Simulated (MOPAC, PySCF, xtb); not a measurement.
Stepwise substitution at one centre (Si Br-OH). All species are isolated molecules in the gas phase. One relaxed conformer stands for each flexible species; it need not be the lowest. Strings in code marks are SMILES.

Quantity: redistribution energy (mixed species minus the weighted end members), in kJ/mol. Semi-empirical values (MOPAC) are differences of heats of formation.

Level 1: B3LYP-D3(BJ)/def2-TZVP // PBE0-D4/def2-TZVP (PySCF)
Level 2: HF/3-21G // PBE0-D4/def2-TZVP (PySCF)
Level 3: GFN2-xTB (xtb)
Level 4: PM3 // PBE0-D4/def2-TZVP (MOPAC)

| species | level 1 | level 2 | level 3 | level 4 |
|---|---|---|---|---|
| 1 of 4 Br replaced by OH: `O[Si](Br)(Br)Br` (H–O–Si–Br torsion 180°) | 2.64 | 14.55 | -20.49 | -20.42 |
| 2 of 4 Br replaced by OH: `O[Si](O)(Br)Br` (H–O–Si–Br torsion -66°, Br–Si–O–H torsion -46°) | 1.67 | 18.66 | -34.28 | -30.32 |
